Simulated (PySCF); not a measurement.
Compound: (F2Al-mu-NH2)2.
Bonds: Al1–F2, Al1–F3, Al1–N4, Al1–N8, N4–Al5, Al5–F6, Al5–F7, Al5–N8. Hydrogens: H9, H10 on N4; H11, H12 on N8.

Method used: PySCF 2.14.0, density-fitted response routines, TDDFT CAM-B3LYP/def2-SVPD, vertical, gas phase, core orbitals frozen in the response. Isolated species at its PBE0-D3(BJ)/def2-SVP geometry (one conformer only).

Question: What does the calculation give for the low-lying excited states?

Answer: 

```json
{"state": "S1", "E (eV)": "8.26", "E (hartree)": "0.3036", "f": "0.0000", "main configurations (H = HOMO, L = LUMO)": "H→L (88%)"}
{"state": "S2", "E (eV)": "8.81", "E (hartree)": "0.3239", "f": "0.254", "main configurations (H = HOMO, L = LUMO)": "H-1→L (78%), H→L+2 (16%)"}
{"state": "S3", "E (eV)": "9.61", "E (hartree)": "0.3530", "f": "0.0009", "main configurations (H = HOMO, L = LUMO)": "H-2→L (60%), H-3→L (17%)"}
{"state": "S4", "E (eV)": "9.63", "E (hartree)": "0.3538", "f": "0.030", "main configurations (H = HOMO, L = LUMO)": "H-3→L (60%), H-2→L (18%)"}
{"state": "S5", "E (eV)": "9.64", "E (hartree)": "0.3542", "f": "0.0000", "main configurations (H = HOMO, L = LUMO)": "H→L+3 (54%), H-6→L (22%), H→L+5 (14%)"}
{"state": "S6", "E (eV)": "9.72", "E (hartree)": "0.3573", "f": "0.274", "main configurations (H = HOMO, L = LUMO)": "H-4→L (78%), H→L+1 (13%)"}
{"state": "S7", "E (eV)": "9.73", "E (hartree)": "0.3577", "f": "0.0065", "main configurations (H = HOMO, L = LUMO)": "H-5→L (76%), H-6→L+1 (11%)"}
{"state": "S8", "E (eV)": "9.84", "E (hartree)": "0.3616", "f": "0.0000", "main configurations (H = HOMO, L = LUMO)": "H-6→L (51%), H→L+5 (20%), H→L+3 (10%)"}
{"state": "S9", "E (eV)": "9.86", "E (hartree)": "0.3622", "f": "0.0086", "main configurations (H = HOMO, L = LUMO)": "H→L+2 (63%), H-1→L (16%), H-8→L (10%)"}
{"state": "S10", "E (eV)": "10.04", "E (hartree)": "0.3688", "f": "0.0000", "main configurations (H = HOMO, L = LUMO)": "H-7→L (70%), H-1→L+1 (12%)"}
{"state": "S11", "E (eV)": "10.06", "E (hartree)": "0.3695", "f": "0.0021", "main configurations (H = HOMO, L = LUMO)": "H→L+1 (50%), H-9→L (29%)"}
{"state": "S12", "E (eV)": "10.07", "E (hartree)": "0.3700", "f": "0.0000", "main configurations (H = HOMO, L = LUMO)": "H-1→L+2 (34%), H-10→L (21%), H→L+4 (20%)"}
{"state": "S13", "E (eV)": "10.19", "E (hartree)": "0.3745", "f": "0.0000", "main configurations (H = HOMO, L = LUMO)": "H-1→L+3 (38%), H-1→L+5 (36%), H→L+6 (18%)"}
{"state": "S14", "E (eV)": "10.33", "E (hartree)": "0.3796", "f": "0.070", "main configurations (H = HOMO, L = LUMO)": "H-8→L (62%), H→L+2 (13%), H-7→L+1 (10%)"}
{"state": "S15", "E (eV)": "10.47", "E (hartree)": "0.3847", "f": "0.0000", "main configurations (H = HOMO, L = LUMO)": "H-1→L+2 (40%), H→L+4 (36%)"}
```

Triplets, Tamm–Dancoff:

```json
{"state": "T1", "E (eV)": "7.97", "λ (nm)": "155.6", "main configurations (H = HOMO, L = LUMO)": "H→L (82%), H-1→L+2 (9%)"}
{"state": "T2", "E (eV)": "8.32", "λ (nm)": "149.0", "main configurations (H = HOMO, L = LUMO)": "H-1→L (66%), H→L+2 (23%)"}
{"state": "T3", "E (eV)": "9.30", "λ (nm)": "133.3", "main configurations (H = HOMO, L = LUMO)": "H-4→L (63%), H→L+1 (20%)"}
{"state": "T4", "E (eV)": "9.40", "λ (nm)": "131.9", "main configurations (H = HOMO, L = LUMO)": "H-2→L (66%), H-2→L+1 (11%)"}
```

The lowest singlet comes at 150 nm (797 kJ/mol) in the vacuum ultraviolet; it is dark (f under 0.0005); its leading configuration is HOMO→LUMO (88%). The strongest level in the table is S6 at 9.72 eV (128 nm, f = 0.274). S4/S5 and S6/S7 lie within about 0.01 eV of each other in each set. Löwdin shares by element: HOMO nitrogen 55%, fluorine 14% or more (atoms not listed hold the other 32%); LUMO aluminium 67%, nitrogen 8% (atoms not listed hold the other 24%). Weighted by f, the mean energy of these states is 9.43 eV. The oscillator strengths of these states sum to 0.646; summed over the whole spectrum of an exact calculation they would give the number of electrons, 80 (Thomas–Reiche–Kuhn). Of the 15 states listed, 4 reach f = 0.01 and 7 stay under 0.0005. All these states lie below the vertical ionisation energy of 12.58 eV (ΔSCF). Singlets were solved by full linear response, triplets in the Tamm–Dancoff approximation.

Time: 4.0 min (with the writing of density and orbital grids); peak memory 1.2 GiB. Hardware: one thread, Arm Neoverse N1 (aarch64), no GPU, shared host with 64 logical CPUs at a one-minute load of 23.
